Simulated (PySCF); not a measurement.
## Two-component Hartree-Fock for Sc¹⁷⁺ (scandium, charge +17)

Start: [He] 2s2. Calculated with PySCF 2.14 in an even-tempered Gaussian basis (17 s from 0.84 bohr⁻², ratio 2.6; 11 p from 1.1 bohr⁻², ratio 2.6; 7 d from 1.1 bohr⁻², ratio 2.8; 4 f from 24 bohr⁻², ratio 2.8): generalised Hartree-Fock with the X2C-1e Hamiltonian and a Gaussian nucleus; spin-orbit coupling (SO) screened by Boettger's factors.

```
spinor shell  electrons  ε, screened SO (eV)  weight of nominal j (screened SO)  rms radius, screened SO (bohr)
       1s1/2          2              -5465.1                              1.000                          0.0834
       2s1/2          2              -1207.5                              1.000                           0.331
```

| quantity | screened SO |
| --- | --- |
| E (hartree) | -522.12995 |
| M_J | 0 |
| ⟨J²⟩ | 0.000 |
| ⟨L²⟩ | 0.000 |
| ⟨S²⟩ | 0.000 |
